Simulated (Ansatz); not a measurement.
C₆H₁₈N₂O₂Zr (`C[O][Zr]([O]C)([N](C)C)[N](C)C`) from Hartree–Fock to CCSD(T)

```xyz
29

C     0.4002    2.7112   -2.2534
O     0.1506    1.5160   -1.5997
Zr    0.1465   -0.0292   -0.4277
O     1.3933   -1.4167   -0.9590
C     2.4908   -2.2320   -1.1787
N    -1.7389   -0.7974   -0.2963
C    -2.9373   -0.0310   -0.5262
C    -2.0127   -2.1861   -0.0265
N     0.6259    0.5859    1.4666
C    -0.1185    0.5417    2.6953
C     1.9331    1.1684    1.6340
H     1.1720    2.5865   -3.0225
H     0.7398    3.4839   -1.5526
H    -0.5082    3.0784   -2.7457
H     3.0666   -1.8929   -2.0484
H     3.1602   -2.2397   -0.3096
H     2.1730   -3.2642   -1.3682
H    -3.5199   -0.4263   -1.3721
H    -3.5975   -0.0355    0.3542
H    -2.6951    1.0116   -0.7518
H    -2.6211   -2.3113    0.8819
H    -1.0835   -2.7450    0.1195
H    -2.5596   -2.6639   -0.8535
H    -1.1015    0.0956    2.5305
H    -0.2715    1.5473    3.1181
H     0.3970   -0.0539    3.4654
H     1.8818    2.2069    1.9964
H     2.5520    0.6018    2.3469
H     2.4825    1.1901    0.6831
```

Total charge 0; spin multiplicity 1. Correlated methods include outer-core shells of Zr, which these sets cover unevenly. Zr takes the def2 core potential. The geometry is a stationary point of PBE0-D4/def2-TZVP. It is one conformer, not always the lowest. Frozen core, restricted reference, the Gaussian-basis code of Ansatz.

```tsv
basis	HF (Eh)	MP2 corr.	CCSD corr.	(T)	CCSD(T) total
def2-SVP	?	-1.83351	-1.93748	-0.06184	?
def2-TZVPP	-543.19745	-2.31868	?	?	?
def2-QZVPP	?	-2.50177	–	–	–
```

(1) Fill in the withheld values. (Estimate.)

Answers

(1) Ansatz gave: def2-SVP HF (Eh): -542.62278; def2-SVP CCSD(T) total: -544.62210; def2-TZVPP CCSD corr.: -2.39152; def2-TZVPP (T): -0.10071; def2-TZVPP CCSD(T) total: -545.68968; def2-QZVPP HF (Eh): -543.22555.
